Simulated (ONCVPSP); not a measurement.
# Before and after: ONCV potential for gallium (Ga)

```json
{
 "Element": "Ga (Z = 31)",
 "Generator": "ONCVPSP 4.0.1",
 "Type": "optimised norm-conserving Vanderbilt (ONCV)",
 "Functional": "LDA (Perdew-Zunger)",
 "Relativity": "fully relativistic",
 "Frozen core": "[Ar] 3d10",
 "Valence charge": "3",
 "Reference configuration": "4s1.5 4p1.5",
 "Partial waves": "4s: rc 2.00 bohr, ncon 3, nbas 6, qcut 2.6 1/bohr, 2 projectors, debl 3.7 Ha; 4p: rc 1.80 bohr, ncon 5, nbas 8, qcut 5.4 1/bohr, local; d scattering state at 0.1 Ha: rc 1.95 bohr, ncon 4, nbas 9, qcut 5.2 1/bohr, 3 projectors, debl 1.6 Ha",
 "Local potential": "the p channel",
 "Core correction": "polynomial model core, fcfact 0.7"
}
```

Open shells are filled in proportion to 2j + 1.

All-electron outer shells of the reference configuration (LDA (Perdew-Zunger), scalar-relativistic, ld1.x):

```csv
shell,level (eV),outermost node (bohr),outermost maximum (bohr)
3p,-99.64,0.24,0.56
3d,-20.36,–,0.53
4s,-9.75,0.81,1.87
4p,-3.14,0.87,2.47
```

Change: p: nproj 1; local potential polynomial inside 1.70 bohr (lpopt 5, dvloc0 -1 Ha).

Cutoffs: the cutoffs (Ha) at which the residual kinetic energy of the hardest occupied pseudo-wave falls to 1 and 0.1 mHa per electron; they do not see the model core or the augmentation charge, which bear on the density cutoff. Errors are all-electron minus pseudo energies relative to the spin-unpolarised reference configuration.

Task: Predict the effect on cutoff, ghosts and configuration errors.

Result: The potential gets neither clearly harder nor softer (19 Ha and 47 Ha → 19 Ha and 47 Ha); both files keep a bound ghost (d); of the 4 tests that both files solve, the error grows in 1 and shrinks in 0 by more than 15 % and 0.3 meV (median size 6.9 → 7.6 meV); the range in which the p3/2 phases agree narrows (upper end 2.0 → 1.0); the range in which the p1/2 phases agree narrows (upper end 2.3 → 1.2).

```csv
quantity,base,changed
"cutoff, loose",19 Ha,19 Ha
"cutoff, tight",47 Ha,47 Ha
bound ghosts,"d5/2, d3/2","d5/2, d3/2"
GHOST(+) flags under 300 eV,s at 143.8 eV,s at 123.7 eV
"largest miss of a reference level, eV",0.09,0.00
"error for 4s2 4p1, meV [ΔE -3.26 eV]",-6.8,-7.5
"error for 4s2 4p0, meV [ΔE 2.63 eV]",-5.1,-7.6
"error for 4s1 4p0, meV [ΔE 24.13 eV]",-126,-129
"error for 4s1 4p2, meV [ΔE 3.35 eV]",-7.0,-6.0
s: phases at 2.03 bohr within 0.05 rad from the reference energy up to (Ha; the scan ends near 5),4.7,3.8
p3/2: phases at 1.82 bohr within 0.05 rad from the reference energy up to (Ha; the scan ends near 5),2.0,1.0
p1/2: phases at 1.82 bohr within 0.05 rad from the reference energy up to (Ha; the scan ends near 5),2.3,1.2
d5/2: phases at 1.98 bohr within 0.05 rad from the reference energy up to (Ha; the scan ends near 5),to the end of the scan,to the end of the scan
d3/2: phases at 1.98 bohr within 0.05 rad from the reference energy up to (Ha; the scan ends near 5),to the end of the scan,to the end of the scan
"rms error of d²Exc/dni dnj with the model core, mHa",0.48,0.48
```

Base: The cutoffs count occupied waves only; projector 3 of the d channel, the hardest unoccupied one, needs 123 Ha at the loose tolerance. Changed file: The cutoffs count occupied waves only; projector 3 of the d channel, the hardest unoccupied one, needs 123 Ha at the loose tolerance. A true bound ghost makes a file unfit for plane-wave use even where its test errors are small: the radial tests pick states by their node count and pass the ghost by.
